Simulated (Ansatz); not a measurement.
Sn12O20H17³⁺ (relaxed from a model of [(RSn)12O14(OH)6]2+, R = H, whose bonding it doesn't keep). Charge 3, multiplicity 1. Geometry r2SCAN-D4/def2-SVP.

```xyz
49

Sn    0.110   -2.763   -2.078
Sn   -0.414   -3.251    1.208
Sn    2.626   -2.245    0.179
Sn   -1.570   -0.212    1.799
Sn    2.941    1.035    0.786
Sn   -1.238    0.174   -2.962
Sn    1.985    0.570   -2.344
Sn   -3.209   -1.138   -0.717
Sn    1.216   -0.226    3.253
Sn   -0.270    2.679    2.345
Sn    0.438    3.266   -1.238
Sn   -2.853    2.147    0.028
O     0.556   -1.982   -0.165
O     0.603   -0.846   -2.856
O    -1.760   -1.663   -2.105
O    -2.071   -1.935    0.790
O    -0.165   -1.542    2.501
O     2.913   -0.370   -0.784
O     2.561   -0.773    1.772
O    -3.349    0.309    0.963
O    -0.727    0.850    3.315
O     2.036    2.046   -0.795
O     1.558    1.578    2.242
O     0.147    1.657   -2.489
O    -2.658    0.709   -1.541
O    -0.878    1.452    0.646
O    -0.711   -4.162   -0.678
O     2.188   -3.141   -1.717
O     1.646   -3.676    1.435
O     0.475    3.895    0.757
O    -2.326    3.104    1.880
O    -1.644    3.459   -1.143
H    -1.067   -5.044   -0.871
H     2.781   -3.696   -2.250
H     2.060   -4.399    1.936
H     0.729    4.816    0.944
H    -2.908    3.690    2.393
H    -2.052    4.241   -1.553
H    -0.088   -3.671   -3.497
H    -1.132   -4.362    2.264
H     4.223   -2.782    0.371
H     4.460    1.710    1.088
H    -1.806    0.418   -4.534
H     3.035    0.970   -3.606
H    -4.743   -1.770   -1.011
H     1.769   -0.428    4.832
H    -0.017    3.787    3.604
H     0.948    4.622   -2.119
H    -4.344    2.895   -0.278
```

In the def2 sets Sn takes a core potential; there is no spin–orbit coupling. Single mean-field runs in def2-SVP, def2-mTZVP are fitted with def2-universal-jkfit.

Q: Estimate the orbital energies around the gap (eV) in Ansatz with HF/def2-SVP, PBE-D4/def2-SVP, r2SCAN-D4/def2-SVP, r2SCAN-D4/def2-mTZVP, PBE0-D4/def2-SVP.

A: 
| orbital | HF/def2-SVP | PBE-D4/def2-SVP | r2SCAN-D4/def2-SVP | r2SCAN-D4/def2-mTZVP | PBE0-D4/def2-SVP |
| --- | --- | --- | --- | --- | --- |
| HOMO−9 | -21.04 | -15.48 | -15.89 | -15.90 | -17.07 |
| HOMO−8 | -21.03 | -15.47 | -15.86 | -15.88 | -17.03 |
| HOMO−7 | -20.86 | -15.44 | -15.84 | -15.84 | -16.99 |
| HOMO−6 | -20.74 | -15.41 | -15.82 | -15.82 | -16.98 |
| HOMO−5 | -20.73 | -15.31 | -15.73 | -15.74 | -16.96 |
| HOMO−4 | -20.72 | -15.28 | -15.67 | -15.70 | -16.88 |
| HOMO−3 | -20.54 | -15.23 | -15.64 | -15.66 | -16.83 |
| HOMO−2 | -20.29 | -15.20 | -15.61 | -15.62 | -16.80 |
| HOMO−1 | -19.93 | -15.13 | -15.51 | -15.53 | -16.57 |
| HOMO | -19.71 | -15.05 | -15.40 | -15.43 | -16.40 |
| LUMO | -7.21 | -11.66 | -11.54 | -11.59 | -10.86 |
| LUMO+1 | -6.18 | -10.90 | -10.70 | -10.78 | -9.99 |
| LUMO+2 | -5.53 | -10.41 | -10.19 | -10.26 | -9.47 |
| LUMO+3 | -5.41 | -10.36 | -10.11 | -10.20 | -9.38 |
| LUMO+4 | -5.22 | -10.06 | -9.81 | -9.87 | -9.07 |
| LUMO+5 | -4.99 | -9.78 | -9.51 | -9.59 | -8.79 |
